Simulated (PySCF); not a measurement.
How the method changes the constants of SbS⁺

State: ¹Σ⁺ (singlet), closed shell. Set-up: PySCF, scalar-relativistic core potentials, basis sets Sb cc-pVDZ-PP with ECP28, S cc-pV(D+d)Z. De refers to Sb⁺ + S in their high-spin ground configurations, without counterpoise correction. A positive dipole points towards S; it is taken about the centre of mass and depends on that origin.

```csv
Level,Re (Å),ωe (cm⁻¹),De (eV),μ (D)
RHF,2.111,633,1.89,-1.85
RHF-MP2,2.195,501,4.63,n/a
RHF-SCS-MP2,2.189,511,4.42,n/a
RHF-CCSD,2.166,554,4.02,n/a
RHF-CCSD(T),2.191,512,4.40,n/a
PBE,2.180,530,5.30,-0.99
r²SCAN,2.160,554,4.96,-1.11
PBE0,2.146,572,4.74,-1.24
MN15,2.134,583,4.75,-1.27
M06-2X,2.137,590,4.08,-1.53
B2PLYP,2.184,512,4.79,-1.55
```

(1) Which functional lies closest to RHF-CCSD(T) in De, which farthest, and by how much do they differ from it?

(2) What does a quarter of exact exchange do here, going from PBE to PBE0?

(3) What does the step from GGA to meta-GGA do here, going from PBE to r²SCAN?

Correlated steps freeze 9 core orbitals. Correlated levels converge slowly with the basis: in double zeta they bind strong bonds too weakly, by up to about 1 eV, and carry superposition errors of some tenths. Spin–orbit coupling is left out, which matters for elements this heavy, above all for dissociation energies. For an ion De counts to the pair picked by the measured ionisation energies or electron affinities, which need not be the lowest pair at this level. Where the molecule has an RHF reference, its open-shell atoms are computed with UHF. B2PLYP dipoles, levels and charges come from its SCF part alone. The CCSD T1 diagnostic is raised, a sign that a single reference may not be enough here.

The whole job (state search and all levels along the bond) took about 1.7 min on 1 thread of Arm Neoverse V2 (shared host), peak memory 0.53 GiB.

Results:

(1) Closest is M06-2X (-5.4 pm in Re, +15.2 % in ωe, -0.32 eV in De against RHF-CCSD(T) in the same basis), farthest PBE (-1.1 pm in Re, +3.5 % in ωe, +0.90 eV in De). CCSD(T) converges more slowly with the basis than the functionals do and binds too weakly in this one, so the order can change at the basis-set limit.

(2) PBE0 less PBE: -3.4 pm in Re, +7.9 % in ωe, -0.56 eV in De. Exact exchange removes part of the self-interaction that spreads semilocal densities, and in most molecules shortens and stiffens the bond and lowers De; so it does here.

(3) r²SCAN less PBE: -2.0 pm in Re, +4.5 % in ωe, -0.34 eV in De.
